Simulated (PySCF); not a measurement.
**Ionisation energy of Ni²⁺ by level of theory**

Ni²⁺ [Ar] 3d8 (3F) → Ni³⁺ [Ar] 3d7 (4F), as a difference of total energies. Calculation: PySCF 2.14, in Sapporo-DKH3-DZP-2012 (6s4p3d1f, 40 functions); scalar relativity by spin-free X2C-1e. Correlated levels: valence: [Ar] frozen. The calculations carry no spin-orbit coupling.

| method | ionisation energy (eV) |
| --- | --- |
| UHF | 32.637 |
| BP86 | 35.983 |
| PBE | 35.898 |
| MP2 (valence) | 34.698 |
| SCS-MP2 (valence) | 34.578 |

Task: How much does correlation contribute at MP2 (valence)?

Result: 34.698 − (32.637) = 2.061 eV, measured against UHF.

The reference lies between the lowest fine-structure levels, while these numbers refer to the centres of the terms.

Errors of the correlated levels include the incompleteness of this basis and the frozen core.

For comparison: 35.187 ± 0.019 eV (measured; NIST Atomic Spectra Database, ionization energies).
